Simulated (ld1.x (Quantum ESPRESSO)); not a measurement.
What one change does to a pseudopotential (lead, TM)

ld1.x (Quantum ESPRESSO) 7.5 input, shortened:

```
&input
   title='Pb', zed=82., rel=0, dft='PBESOL', iswitch=3,
   config='[Xe] 4f14 5d10 6s2 6p2'
 /
 &inputp
   pseudotype=2, tm=.true., lloc=-1, rcloc=1.45,
   nlcc=.false.
 /
3
6S  1  0   2.00   0.00  2.40  2.40  0.0
6P  2  1   2.00   0.00  2.95  2.95  0.0
5D  3  2  10.00   0.00  1.35  1.35  0.0
 &test
   configts(1)='5d10 6s2 6p2'
 /
```

All-electron outer shells of the reference configuration (PBEsol, non-relativistic, ld1.x):

| shell | level (eV) | outermost node (bohr) | outermost maximum (bohr) |
| --- | --- | --- | --- |
| 5s | -114.39 | 0.50 | 0.88 |
| 5p | -79.95 | 0.51 | 0.92 |
| 5d | -24.44 | 0.53 | 1.06 |
| 6s | -9.52 | 1.13 | 2.24 |
| 6p | -3.70 | 1.23 | 2.73 |

Change: core correction a·sin(br)/r model core inside 1.56 bohr.

Cutoffs: the cutoffs (Ry, on a coarse ladder) from which the occupation-weighted sum of valence levels, in a spherical-Bessel basis at the reference potential, stays within 10 and 1 mRy of its value at 400 Ry; they do not see the model core or the augmentation charge, which bear on the density cutoff. Errors are all-electron minus pseudo energies relative to the spin-unpolarised reference configuration.

Q: What does the change do?

A: The potential gets neither clearly harder nor softer (80 Ry and 100 Ry → 80 Ry and 100 Ry); both files keep a bound ghost (p, s); of the 7 tests that both files solve, the error grows in 2 and shrinks in 3 by more than 15 % and 0.3 meV (median size 4.4 → 1.3 meV). A model core, the more so a compact one, raises the density cutoff, which this test does not measure.

```tsv
quantity	base	changed
cutoff, loose	80 Ry	80 Ry
cutoff, tight	100 Ry	100 Ry
bound ghosts	s, p	s, p
error for 5d10 6s2 6p1, meV [ΔE 6.74 eV]	+0.2	+0.5
error for 5d10 6s2 6p0, meV [ΔE 20.17 eV]	-0.7	-1.3
error for 5d10 6s1 6p0, meV [ΔE 48.67 eV]	+9.6	-11
error for 5d9 6s2 6p3, meV [ΔE 22.58 eV]	-134	-156
error for 5d10 6s1 6p2, meV [ΔE 13.22 eV]	+4.4	+2.7
error for 5d10 6s1 6p3, meV [ΔE 5.90 eV]	+1.2	0.0
error for 5d10 6s0 6p4, meV [ΔE 11.97 eV]	+4.8	-0.3
s: phases at 3.20 bohr within 0.05 rad from the reference energy up to (Ry; the scan ends near 5)	1.2	1.2
p: phases at 3.20 bohr within 0.05 rad from the reference energy up to (Ry; the scan ends near 5)	2.2	2.2
d: phases at 3.20 bohr within 0.05 rad from the reference energy up to (Ry; the scan ends near 5)	to the end of the scan	to the end of the scan
```

 A true bound ghost makes a file unfit for plane-wave use even where its test errors are small: the radial tests pick states by their node count and pass the ghost by.
